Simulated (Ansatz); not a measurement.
Input for Ansatz (development build ahead of 0.2.0):

```yaml
crystal:
  periodic: [false, false, false]
  atoms:
    - { symbol: Ti, position_ang: [0.0, 0.0, -0.45746] }
    - { symbol: O, position_ang: [0.0, 0.0, 1.25802] }
basis:
  gaussian: { orbitals: cc-pVTZ }
magnetization:
  spin_polarized: true
  initial_magnetization: 2
hamiltonian:
  xc: hf
```

The input is written out in the form of the current development build from the run's settings.

Results

```
Converged                       : yes
Total energy                    : -923.31279 hartree
Spin squared of the determinant : 2.554
```

Caution: the unrestricted determinant is spin contaminated.
